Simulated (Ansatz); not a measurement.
System: C$_{3}$H$_{3}$O, net charge -1, singlet state. It need not be the lowest isomer of its formula. Whether it binds its extra electron was not tested at this geometry. 
Structure (B3LYP-D3(BJ)/def2-TZVP (Ansatz, a program for electronic structure) minimum search):
SMILES: C#CC[O-]
```xyz
7

C      1.8981    -0.0070    -0.1338
C      0.7170    -0.1885     0.0609
C     -0.7759    -0.3447     0.2631
O     -1.5151     0.6178    -0.2604
H      2.9252     0.1822    -0.3218
H     -0.8651    -0.4887     1.3873
H     -0.9749    -1.3950    -0.1240
```
Charge -1, spin multiplicity 1.

Basis-set convergence of Hartree-Fock and CCSD correlation energies (hartree) with Ansatz. Cores are frozen in the correlated levels unless marked. No spin-orbit coupling. No relativistic terms.

```tsv
basis	functions	E(HF)	E(corr, CCSD)
aug-cc-pVDZ	119	-190.12596	-0.63997
aug-cc-pVTZ	253	…	…
```

**Question.** What belongs in the gaps?

**Answer.** 
- aug-cc-pVTZ, E(HF): -190.17097
- aug-cc-pVTZ, E(corr, CCSD): -0.75236
